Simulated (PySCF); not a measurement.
C2H4N3, SMILES c1nc[nH+][nH]1, charge +1. Heavy atoms are numbered as in [cH:1]1[n:2][cH:3][nH:4][nH+:5]1. Hydrogens are named by the atom that carries them.

Geometry optimised at PBE0-D3(BJ)/def2-SVP. The isomer is the one that the SMILES or the coordinates give; other isomers of the formula were not compared.

All values below come from PySCF with PBE/pcSseg-1.

GIAO shieldings, no solvent; atoms alike by connectivity are averaged. δ = σ(ref) − σ: ¹³C against TMS (σ = 182.0 ppm); ¹⁵N against NH3 (σ = 267.0 ppm); ¹H against TMS (σ = 31.49 ppm), references at their B3LYP-D3(BJ)/def2-TZVP geometries, non-relativistic.

| atoms | nucleus | count | δ (ppm) |
|---|---|---|---|
| C1 (CH) | ¹³C | 2 | … |
| N2 | ¹⁵N | 1 | … |
| N4 (NH) | ¹⁵N | 2 | 210.0 |
| H on N4 | ¹H | 2 | 10.61 |
| H on C1 | ¹H | 2 | 9.15 |

Q: Fill in the missing entries. (Estimate from the structure and the level; the computed values follow.)

A: 
- N2, δ (ppm): 304.7
- C1 (CH), δ (ppm): 151.4
